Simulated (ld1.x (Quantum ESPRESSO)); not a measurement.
Varying the TM potential for technetium (Tc)

Base potential:

```
Element                 : Tc (Z = 43)
Generator               : ld1.x (Quantum ESPRESSO) 7.5
Type                    : norm-conserving Troullier–Martins (Kleinman–Bylander form)
Functional              : BLYP
Relativity              : scalar-relativistic
Frozen core             : [Kr]
Valence charge          : 7
Reference configuration : 4d5 5s0 5p0 (charge +2)
Partial waves           : 5s (bound, empty): rc 1.95 bohr; 5p (bound, empty): rc 2.95 bohr; 4d (bound): rc 1.35 bohr
Local potential         : the d channel
Core correction         : Bessel-smoothed model core inside 1.05 bohr
```

Cutoffs, loose and tight: the cutoffs (Ry, on a coarse ladder) from which the occupation-weighted sum of valence levels, in a spherical-Bessel basis at the reference potential, stays within 10 and 1 mRy of its value at 400 Ry. They do not see the model core or the augmentation charge, which bear on the density cutoff. Test errors are all-electron minus pseudo excitation energies from the reference, over the configurations 4d5 5s2 5p0; 4d5 5s1 5p0; 4d4 5s0 5p0; 4d5 5s0 5p2; 4d5 5s0 5p1; 4d4 5s2 5p0; 4d6 5s1 5p0. A dash means not determined; rows that change the core or the reference have their own tests. The largest error is taken over the tests solved by every variant that gives reliable tests at all: 4d4 5s0 5p0; 4d4 5s2 5p0; 4d5 5s0 5p1; 4d5 5s0 5p2; 4d6 5s1 5p0.

A true bound ghost makes a file unfit for plane-wave use even where its test errors are small: the radial tests pick states by their node count and pass the ghost by. Where a test does run into it, the solver fails or the error is huge.

```tsv
change	outcome	cutoff, loose	cutoff, tight	bound ghosts	largest test error (meV)
base	generated	50 Ry	70 Ry	s, p	-142
all radii but the core radius scaled by about 0.77 (s 1.50, p 2.28, d 1.04 bohr)	generated	140 Ry	200 Ry	s, p	-4964
all radii but the core radius scaled by about 0.83 (s 1.62, p 2.44, d 1.12 bohr)	generated	100 Ry	140 Ry	s, p	-141
all radii but the core radius scaled by about 0.89 (s 1.74, p 2.62, d 1.20 bohr)	generated	70 Ry	90 Ry	s, p	-142
all radii but the core radius scaled by about 0.95 (s 1.84, p 2.80, d 1.28 bohr)	generated	55 Ry	80 Ry	s, p	-142
all radii but the core radius scaled by about 1.04 (s 2.02, p 3.06, d 1.40 bohr)	generated	50 Ry	60 Ry	s, p	-143
all radii but the core radius scaled by about 1.11 (s 2.16, p 3.28, d 1.50 bohr)	generated	50 Ry	60 Ry	s, p	-157
all radii but the core radius scaled by about 1.16 (s 2.26, p 3.42, d 1.56 bohr)	generated	50 Ry	60 Ry	s, p	-180
all radii but the core radius scaled by about 1.24 (s 2.42, p 3.68, d 1.68 bohr)	generated	50 Ry	55 Ry	s, p	-201
all radii but the core radius scaled by about 1.29 (s 2.52, p 3.82, d 1.74 bohr)	generated	45 Ry	55 Ry	s, p	-204
all radii but the core radius scaled by about 1.40 (s 2.74, p 4.14, d 1.90 bohr)	generated	45 Ry	50 Ry	s, p	-199
```

Reading the sweep of the scale of all radii but the core radius (base = 1) (base included, trends over the rows without a ghost): Bound ghosts are found at 0.77, 0.83, 0.89, 0.95, 1, 1.04, 1.11, 1.16, 1.24, 1.29, 1.4. Every judged row has one, so this setting neither creates nor removes them.
